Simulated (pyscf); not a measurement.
•H₂C–C(=CH₂)–F -> •HC=C(CH₃)–F, a hydrogen shift (doublet surface; C–H broken, C–H formed). Optimised with ωB97X-D3(BJ)/def2-SVP in PySCF. Correlated levels are frozen-core, on RHF or UHF. ΔMP2 is the change of the MP2 total energy from the triple- to the quadruple-zeta basis. Energies in eV from the reactant's lowest minimum found.

Small-basis levels: PySCF, no dispersion term, spherical d functions. Open shells are spin-unrestricted. 

**Question.** Quick SVWN5/6-31G* single points give ΔE‡ = 2.59 eV and ΔE = +1.18 eV. What does CCSD(T)/def2-TZVPP + ΔMP2(QZVPP) give, and how far is the quick result from it?

**Answer.** CCSD(T)/def2-TZVPP + ΔMP2(QZVPP) gives ΔE‡ = 2.92 eV and ΔE = +1.09 eV. SVWN5/6-31G* lies 0.34 eV under it in the barrier and 0.09 eV over it in the reaction energy, so on this step it does not hold to within 0.13 eV. CCSD(T)/def2-TZVPP + ΔMP2(QZVPP) has limits of its own. This is the saddle that the search found; another between the same sides may lie lower. The CCSD(T) − MP2 part came from Ansatz, without density fitting, on the same reference. A UHF reference is spin-contaminated (<S²> up to 0.97), which harms MP2 most.
